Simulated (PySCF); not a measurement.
lithium fluoride (FLi), singlet, geometry from GFN2-xTB (such geometries of metal compounds can be far from the true shape). Base run: B3LYP/STO-3G (PySCF).

Geometry (Å):
```xyz
2

Li     0.0000     0.0000    -1.1404
F      0.0000     0.0000     0.3801
```
All else is at PySCF's defaults.

The base run was repeated with changes; each row names its change, and settings that it needs were set with it.

```csv
change,basis functions,E (Eh),HOMO (eV),HOMO-LUMO gap (eV),dipole (D)
base,10,-105.82789,-5.45,4.92,2.49
basis = x2c-TZVPall; relativity = spin-free X2C; nucleus = Gaussian (with mol.nucmod = 'G'),45,-107.56416,-7.66,6.28,5.96
basis = cc-pVTZ-DK; relativity = none,60,-107.46423,-7.78,6.46,5.88
basis = x2c-SVPall; relativity = spin-free X2C,23,-107.42410,-7.16,5.84,5.35
basis = cc-pVTZ-DK; relativity = spin-free X2C; nucleus = Gaussian (with mol.nucmod = 'G'),60,-107.55986,-7.78,6.45,5.88
basis = x2c-TZVPall; relativity = none,45,-107.46985,-7.67,6.29,5.96
basis = cc-pVTZ-DK; relativity = spin-free X2C,60,-107.55989,-7.78,6.45,5.88
basis = x2c-SVPall; relativity = spin-free X2C; nucleus = Gaussian (with mol.nucmod = 'G'),23,-107.42407,-7.16,5.84,5.35
basis = x2c-TZVPall; relativity = spin-free X2C,45,-107.56418,-7.66,6.28,5.96
basis = x2c-SVPall; relativity = none,23,-107.33391,-7.18,5.86,5.36
```

Absolute energies of different levels of theory aren't comparable as measures of quality.

Basis sets contracted for a relativistic Hamiltonian are a mismatch without it, so the rows without relativity aren't non-relativistic limits. No row has spin-orbit coupling; sets with core potentials leave out the core electrons.
